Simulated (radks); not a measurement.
Re IV, 72 electrons, occupied as [Kr] 4d10 4f14 5s2 5p5 5d5 (not the ground configuration). Calculated with a radial shooting solver on a logarithmic mesh with Libxc functionals: scalar-relativistic Kohn-Sham, RPBE, spin-unpolarised, spherical densities, finite nucleus; Fermi nuclear charge, rms radius 5.3698 fm.

Local quantities along the radius. ELF = 1/(1 + alpha^2) is the electron localisation function; alpha = (tau - tau_W)/tau_unif compares the Pauli kinetic energy density with that of the uniform gas; r v_xc is r times the local exchange-correlation potential (hartree bohr). tau is taken from the large components.

r (bohr),ELF,alpha,r v_xc
0.0007774,1.000,0.02235,-0.1291
0.001054,0.999,0.02341,-0.1412
0.001428,0.999,0.02530,-0.1611
0.001935,0.999,0.02843,-0.1892
0.002623,0.999,0.03358,-0.2259
0.003555,0.998,0.04229,-0.2710
0.004817,0.997,0.05776,-0.3237
0.006529,0.992,0.08749,-0.3812
0.008849,0.978,0.1506,-0.4380
0.01199,0.918,0.2989,-0.4855
0.01625,0.700,0.6540,-0.5151
0.02203,0.390,1.250,-0.5303
0.02985,0.361,1.331,-0.5902
0.04046,0.607,0.8054,-0.7430
0.05483,0.743,0.5888,-0.8726
0.07431,0.567,0.8736,-0.9031
0.1007,0.345,1.377,-0.9070
0.1365,0.596,0.8225,-1.123
0.185,0.704,0.6482,-1.234
0.2507,0.319,1.462,-1.083
0.3398,0.472,1.057,-1.267
0.4605,0.715,0.6316,-1.468
0.6241,0.503,0.9940,-1.315
0.8458,0.333,1.416,-1.138
1.146,0.548,0.9076,-1.166
1.553,0.487,1.026,-1.044
2.105,0.211,1.932,-0.7797
2.853,0.048,4.457,-0.5191
3.867,0.004,15.05,-0.4733
5.241,0.000,110.3,-0.1731

On this mesh the ELF has minima near r = 0.026, 0.10, 0.29, 0.85 bohr, which separate the shells, and maxima near 0.055 (0.74), 0.16 (0.71), 0.46 (0.71), 1.3 (0.57).
